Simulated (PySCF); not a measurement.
CH3, SMILES [CH3], multiplicity 2.

Geometry: PBE-D3(BJ)/def2-TZVPD.

These are TDA-B3LYP/def2-TZVPD (PySCF 2.14.0) values and carry that method's errors.

Vertical excitations; the highest root listed may be one member of a degenerate set. The molecule is in vacuum.

Computed lowest excited states:
```json
[
 {"state": "root 1", "energy (eV)": "5.51", "λ (nm)": "225", "f": "0.039", "main pairs": "α HOMO→LUMO 99 %"},
 {"state": "root 2", "energy (eV)": "6.82", "λ (nm)": "182", "f": "0.000", "main pairs": "β HOMO→LUMO (degenerate set)"},
 {"state": "root 3", "energy (eV)": "6.82", "λ (nm)": "182", "f": "0.000", "main pairs": "β HOMO−1→LUMO (degenerate set)"},
 {"state": "root 4", "energy (eV)": "7.57", "λ (nm)": "164", "f": "0.000", "main pairs": "α HOMO→LUMO+1 (degenerate set)"},
 {"state": "root 5", "energy (eV)": "7.57", "λ (nm)": "164", "f": "0.000", "main pairs": "α HOMO→LUMO+2 (degenerate set)"},
 {"state": "root 6", "energy (eV)": "8.53", "λ (nm)": "145", "f": "0.000", "main pairs": "α HOMO→LUMO+5 (degenerate set)"},
 {"state": "root 7", "energy (eV)": "8.53", "λ (nm)": "145", "f": "0.000", "main pairs": "α HOMO→LUMO+4 (degenerate set)"},
 {"state": "root 8", "energy (eV)": "8.57", "λ (nm)": "145", "f": "0.121", "main pairs": "α HOMO→LUMO+3 97 %"},
 {"state": "root 9", "energy (eV)": "9.51", "λ (nm)": "130", "f": "0.000", "main pairs": "α HOMO→LUMO+6 95 %"},
 {"state": "root 10", "energy (eV)": "9.84", "λ (nm)": "126", "f": "0.086", "main pairs": "α HOMO→LUMO+8 98 %"}
]
```
Unrestricted roots are not spin-pure.
